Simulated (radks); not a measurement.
Task: These are the eigenvalues of the occupied orbitals of an atom or ion with whole-number occupations (hartree). Calculated with a radial shooting solver on a logarithmic mesh with Libxc functionals: non-relativistic Kohn-Sham, PW91, spin-polarised, spherical densities, point nucleus.

1s up: -2831.646
1s down: -2831.646
2s up: -477.1850
2s down: -477.1765
2p up: -459.3656
2p down: -459.3591
3s up: -114.5147
3s down: -114.5103
3p up: -106.0582
3p down: -106.0539
3d up: -90.26974
3d down: -90.26350
4s up: -26.43368
4s down: -26.42682
4p up: -22.74227
4p down: -22.73493
4d up: -15.93483
4d down: -15.92599
4f up: -6.74330
4f down: -6.73229
5s up: -5.69054
5s down: -5.63339
5p up: -4.46078
5p down: -4.39946
5d up: -2.46062
5d down: -2.39242
5f up: -0.79090

Which element is it, and in what charge state? The configuration may be excited. Open shells, if any, are filled with parallel spins first.

Result: Z = 81, thallium, charge +4: Tl4+ in [Xe] 4f14 5d8 5f1. The list shows which subshells hold electrons but not how many an open one holds; the 1s level, -2831.6 hartree, gives Z - s = 75.3 by -(Z - s)^2/2, which with screening narrows Z to a few neighbours, and the depths of the outer levels then fix element, charge and occupations together.
